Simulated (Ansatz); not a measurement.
One change: `CO[Si](C)(N)Br` becomes `CO[SiH](N)Br`.

Ansatz, PBE0-D4/def2-TZVP geometries, multiplicity 1. Each molecule was computed in one conformer, which needn't be the lowest.

Scalar relativity is left out up to krypton.

```
                                      property  `CO[Si](C)(N)Br`
size of the dipole moment (PBE/def2-TZVPP) / D              2.34
             LUMO energy (PBE/def2-TZVPP) / eV             -0.06
           HOMO energy (B3LYP/def2-TZVPP) / eV             -7.43
           HOMO–LUMO gap (PBE/def2-TZVPP) / eV              6.17
       HOMO–LUMO gap (ωB97M-V/def2-TZVPP) / eV             12.20
            LUMO energy (PBE0/def2-TZVPP) / eV              0.77
```

(1) What does the change do to each property? (An estimate is asked.)

Results:

(1) Computed: 
```tsv
property	`CO[SiH](N)Br`	shift
size of the dipole moment (PBE/def2-TZVPP) / D	1.81	-0.53
LUMO energy (PBE/def2-TZVPP) / eV	-0.08	-0.02
HOMO energy (B3LYP/def2-TZVPP) / eV	-7.65	-0.22
HOMO–LUMO gap (PBE/def2-TZVPP) / eV	6.42	0.25
HOMO–LUMO gap (ωB97M-V/def2-TZVPP) / eV	12.51	0.31
LUMO energy (PBE0/def2-TZVPP) / eV	0.77	0.00
```

Dipoles are sizes alone; their direction can turn.

B3LYP here is the variant with VWN-RPA as its local correlation; programs differ in this.

Spin–orbit coupling is left out; it splits and shifts lone-pair levels of the heavy atoms by tenths of an eV.
